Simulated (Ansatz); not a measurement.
Gas-phase electronic energies from Ansatz, PBE0-D4/def2-TZVP geometries. CCSD(T)/CBS adds triple-zeta CCSD(T) − MP2 to the extrapolated MP2 energy (def2 sets, frozen cores). DFT in def2-TZVPP. Each species was taken in one conformer, which may not be the lowest.

`O[SiH]([SiH3])O[SiH3]` + `CC(O)F` → `OC(F)[SiH3]` + `CO[SiH](O)[SiH3]`  (formal exchange of groups at the Si–O bond)

`O[SiH]([SiH3])O[SiH3]`:

```xyz
13

O     0.745   -1.883   -1.449
Si   -0.384   -0.923   -0.744
Si   -0.191    1.297   -1.497
O    -0.245   -0.946    0.885
Si    0.055   -0.126    2.266
H     1.662   -1.606   -1.417
H    -1.676   -1.550   -1.106
H     1.194    1.796   -1.260
H    -0.470    1.375   -2.957
H    -1.139    2.195   -0.781
H     0.383    1.292    1.953
H     1.206   -0.751    2.965
H    -1.142   -0.172    3.140
```

`CC(O)F`:

Z-matrix (Å, degrees):
```
C
C 1 1.500
H 1 1.091 2 109.3
H 1 1.091 2 110.0 3 119.6
H 1 1.090 2 110.0 3 -120.1
O 2 1.377 1 109.2 3 -56.3
F 2 1.391 1 109.1 3 63.2
H 2 1.098 1 112.4 3 179.2
H 6 0.962 2 108.9 1 -174.9
```

`OC(F)[SiH3]`:

Z-matrix (Å, degrees):
```
C
F 1 1.398
Si 1 1.913 2 108.7
O 1 1.377 2 110.0 3 -119.2
H 1 1.099 2 104.9 3 120.5
H 3 1.484 1 108.2 2 56.3
H 3 1.485 1 108.8 2 175.4
H 3 1.482 1 108.9 2 -64.0
H 4 0.963 1 109.6 2 -70.3
```

`CO[SiH](O)[SiH3]`:

Z-matrix (Å, degrees):
```
C
O 1 1.411
H 1 1.094 2 111.1
H 1 1.091 2 108.3 3 119.4
H 1 1.096 2 111.4 3 -121.2
Si 2 1.640 1 123.7 3 74.0
Si 6 2.343 2 104.5 1 172.0
O 6 1.649 2 113.1 1 -65.6
H 6 1.487 2 109.6 1 48.7
H 7 1.489 6 110.3 2 -174.4
H 7 1.490 6 109.8 2 66.7
H 7 1.487 6 111.2 2 -53.7
H 8 0.958 6 117.5 2 -68.9
```

```
       level  ΔE (eV)
  r2SCAN0-D4     2.24
    BHLYP-D4     2.26
CAM-B3LYP-D4     2.17
     ωB97X-V     2.13
```

Task: What does CCSD(T)/CBS give? (Best estimate.)

Result: Computed: +2.22 eV. The listed levels differ from it by 0.02, 0.04, -0.05, -0.09 eV.

Largest T1 diagnostic among the species: 0.013.

From BLYP to BHLYP (50 % exact exchange), in def2-TZVPP and without D4, ΔE moves by +0.25 eV. In def2-TZVPP, CCSD(T) changes the Hartree–Fock value by −0.13 eV (the triples alone add −0.03 eV) and MP2 by −0.05 eV.
